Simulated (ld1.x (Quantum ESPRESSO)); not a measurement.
# As, TM: configuration errors across variants

```
Element                 : As
Generator               : ld1.x (Quantum ESPRESSO) 7.5
Type                    : norm-conserving Troullier–Martins (Kleinman–Bylander form)
Functional              : PBE
Relativity              : scalar-relativistic
Frozen core             : [Ar] 3d10
Valence charge          : 5
Reference configuration : 4s2 4p3
Partial waves           : 4s (bound): rc 1.75 bohr; 4p (bound): rc 1.90 bohr; 4d channel at -0.05 Ry: rc 1.45 bohr
Local potential         : the d channel
Core correction         : none
```

All-electron excitation energies from the reference (eV): (1) 4s2 4p2 9.149; (2) 4s1 4p4 9.417; (3) 4s2 4p2.5 3.555; (4) 4s0 4p5 19.056.

Tests that are not counted but printed errors over 1 eV. “base”: 4s2 4p1 (solver errors, printed error -21.1 eV); 4s2 4p0 (solver errors, printed error -7.0 eV). “core correction a·sin(br)/r model core inside 1.36 bohr”: 4s2 4p1 (solver errors, printed error -23.0 eV); 4s2 4p0 (solver errors, printed error -20.4 eV). “wave 4p (bound): rc 1.90 bohr becomes 4p (bound): rc 1.24 bohr”: 4s2 4p1 (solver errors, printed error -40.5 eV); 4s2 4p0 (solver errors, printed error -15.2 eV). “wave 4s (bound): rc 1.75 bohr becomes 4s (bound): rc 2.34 bohr”: 4s2 4p1 (solver errors, printed error -47.8 eV); 4s2 4p0 (solver errors, printed error -20.4 eV).

3 further variants failed, have other tests or another functional or relativity, and are left out.

A true bound ghost makes a file unfit for plane-wave use even where its test errors are small: the radial tests pick states by their node count and pass the ghost by. Where a test does run into it, the solver fails or the error is huge.

Errors AE − PS in meV (a dash: test not solved or not reliable):

```csv
change,(1),(2),(3),(4),bound ghosts
base,-1.4,+4.7,-0.4,+21,"s, p"
local potential the p channel,-4.9,+4.7,-1.2,+22,d
"type ultrasoft; waves now 4s (bound): rcut 1.50, rcutus 1.75 bohr; 4s channel at -0.25 Ry: rcut 1.50, rcutus 1.75 bohr; 4p (bound): rcut 1.65, rcutus 1.90 bohr; 4p channel at 2.95 Ry: rcut 1.65, rcutus 1.90 bohr; 4d channel at -0.05 Ry: rcut 1.25, rcutus 1.45 bohr; local potential all-electron potential smoothed inside 1.85 bohr (lloc = -1); augmentation PSQ, inside the norm-conserving radii",-4.8,+7.9,-1.1,+40,d
"all radii scaled by about 1.17 (s 2.06, p 2.22, d 1.70 bohr)",-2.0,+7.8,-0.5,+26,p
core correction a·sin(br)/r model core inside 1.36 bohr,-1.3,-8.8,-0.5,-39,"s, p"
wave 4p (bound): rc 1.90 bohr becomes 4p (bound): rc 1.24 bohr,+2.8,+37,+0.1,+162,"p, s"
wave 4s (bound): rc 1.75 bohr becomes 4s (bound): rc 2.34 bohr,+16,-2.8,–,+28,"s, p"
```

Task: Give the same row for: wave 4d channel at -0.05 Ry: rc 1.45 bohr becomes 4d channel at 0.53 Ry: rc 1.45 bohr.

Result: -2.3, +4.7, -0.6, +21; bound ghosts: s, p. Not counted: 4s2 4p1 (solver errors, printed error -43.9 eV); 4s2 4p0 (solver errors, printed error -18.0 eV).
